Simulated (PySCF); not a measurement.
C3H8N, SMILES C[C](N)C, multiplicity 2. Atoms are numbered in the order given.

```xyz
12

C     -0.0300    -0.6906    -1.3035
C      0.1752     0.0111     0.0000
C     -0.0300    -0.6906     1.3035
N      0.0674     1.4096     0.0000
H      0.3464    -1.7245    -1.2613
H     -1.1021    -0.7454    -1.5989
H      0.5018    -0.1767    -2.1237
H      0.3464    -1.7245     1.2613
H      0.5018    -0.1767     2.1237
H     -1.1021    -0.7454     1.5989
H     -0.3279     1.8234     0.8388
H     -0.3279     1.8234    -0.8388
```
Charge 0, spin multiplicity 2.

The structure is a stationary point at ωB97X-D3(BJ)/def2-SVP. The isomer is the one that the SMILES or the coordinates give; other isomers of the formula were not compared. Other conformers were not sampled.

These are PBE/def2-TZVP run with PySCF values and carry that method's errors.

Atomic charges (e):

| atom | Löwdin | Mulliken | meta-Löwdin | Mulliken spin |
|---|---|---|---|---|
| C1 | -0.32 | -0.36 | (withheld) | -0.06 |
| C2 | -0.35 | 0.07 | (withheld) | 0.75 |
| C3 | -0.32 | -0.36 | (withheld) | -0.06 |
| N4 | -0.06 | -0.43 | -0.43 | 0.14 |
| H5 | 0.13 | 0.12 | (withheld) | 0.00 |
| H6 | 0.11 | 0.09 | (withheld) | 0.09 |
| H7 | 0.13 | 0.12 | (withheld) | 0.01 |
| H8 | 0.13 | 0.12 | (withheld) | 0.00 |
| H9 | 0.13 | 0.12 | (withheld) | 0.01 |
| H10 | 0.11 | 0.09 | (withheld) | 0.09 |
| H11 | 0.16 | 0.21 | 0.23 | 0.01 |
| H12 | 0.16 | 0.21 | 0.23 | 0.01 |

Problem. Complete the blanks. (Estimate from the structure and the level; the computed values follow.)

Solution. 
- C1, meta-Löwdin: -0.36
- C2, meta-Löwdin: 0.03
- C3, meta-Löwdin: -0.36
- H5, meta-Löwdin: 0.12
- H6, meta-Löwdin: 0.09
- H7, meta-Löwdin: 0.12
- H8, meta-Löwdin: 0.12
- H9, meta-Löwdin: 0.12
- H10, meta-Löwdin: 0.09

Computed Mayer and Wiberg (Löwdin basis) orders of the bonds:
```tsv
bond	Mayer	Wiberg
C1–C2	1.04	1.36
C2–C3	1.04	1.36
C2–N4	1.19	1.62
C1–H5	0.97	0.89
C1–H6	0.92	0.89
C1–H7	0.97	0.89
C3–H8	0.97	0.89
C3–H9	0.97	0.89
C3–H10	0.92	0.89
N4–H11	0.92	0.94
N4–H12	0.92	0.94
```
